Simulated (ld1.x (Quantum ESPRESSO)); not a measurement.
**carbon (C): one change to a TM potential, before and after**

C, norm-conserving Troullier–Martins (Kleinman–Bylander form), made with ld1.x (Quantum ESPRESSO) 7.5 (LDA (PZ), scalar-relativistic). Core [He], reference 2s2 2p0 (charge +2). Waves: 2p (bound, empty): rc 2.60 bohr; 3d channel at 0.15 Ry: rc 2.55 bohr; 2s (bound): rc 0.90 bohr. Local part: the s channel. Core correction: a·sin(br)/r model core, default radius (core density twice the valence density).

Change: wave 2p (bound): rc 2.60 bohr becomes 2p (bound): rc 2.22 bohr.

Cutoffs: the cutoffs (Ry, on a coarse ladder) from which the occupation-weighted sum of valence levels, in a spherical-Bessel basis at the reference potential, stays within 10 and 1 mRy of its value at 400 Ry; they do not see the model core or the augmentation charge, which bear on the density cutoff. Errors are all-electron minus pseudo energies relative to the spin-unpolarised reference configuration.

Problem. What does the change do?

Solution. The potential gets neither clearly harder nor softer (70 Ry and 120 Ry → 70 Ry and 120 Ry); of the 9 tests that both files solve, the error grows in 0 and shrinks in 8 by more than 15 % and 0.3 meV (median size 668.3 → 379.8 meV); neither file shows a bound ghost. Less of the atom is replaced, so other configurations are described better.

```tsv
quantity	base	changed
cutoff, loose	70 Ry	70 Ry
cutoff, tight	120 Ry	120 Ry
bound ghosts	none	none
error for 2s2 2p2, meV [ΔE -35.25 eV]	+668	+380
error for 2s2 2p1, meV [ΔE -24.26 eV]	+290	+173
error for 2s1 2p0, meV [ΔE 47.97 eV]	+38	+38
error for 2s2 2p1.5, meV [ΔE -31.22 eV]	+503	+293
error for 2s1 2p3, meV [ΔE -27.01 eV]	+984	+560
error for 2s0 2p4, meV [ΔE -18.73 eV]	+1310	+757
error for 2s2 2p2.3, meV [ΔE -36.45 eV]	+729	+410
error for 2s2 2p2 (spin-polarised), meV [ΔE -36.38 eV]	+746	+447
error for 2s2 2p1 (spin-polarised), meV [ΔE -24.66 eV]	+306	+192
```
